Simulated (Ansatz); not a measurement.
Ansatz (a first-principles code) input:

Ansatz 0.2 input:
```yaml
crystal:
  periodic: [false, false, false]
  atoms:
    - {symbol: Si, position_ang: [-0.01909764, -0.01190348, 0.49002797]}
    - {symbol: H, position_ang: [-0.81823844, -0.99167538, -0.24626948]}
    - {symbol: F, position_ang: [0.81081629, 1.03693211, -0.32345617]}
basis:
  gaussian:
    orbitals: def2-TZVP
hamiltonian:
  xc: b3lyp
  dispersion: d3bj
total_charge: 1
magnetization: {spin_polarized: true, initial_magnetization: 1}
relax: {f_tol: 0.002, max_steps: 150}
```

Task: What final total energy does it print?

Result: -389.66495 Eh (B3LYP-D3(BJ)/def2-TZVP). The basis has 74 functions.
